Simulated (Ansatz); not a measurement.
Name a neutral molecule of S, Sn and H with HOMO energy (PBE0/def2-TZVPP) between -7.30 and -7.00 eV and HOMO–LUMO gap (B3LYP/def2-TZVPP) between 4.10 and 4.40 eV (Ansatz, PBE0-D4/def2-TZVP geometry).

`[SH][Sn][SH]` (-7.19 eV, 4.32 eV). Other molecules can fit too; these were computed, each in one conformer that needn't be the lowest.

B3LYP here is the variant with VWN-RPA as its local correlation; programs differ in this.
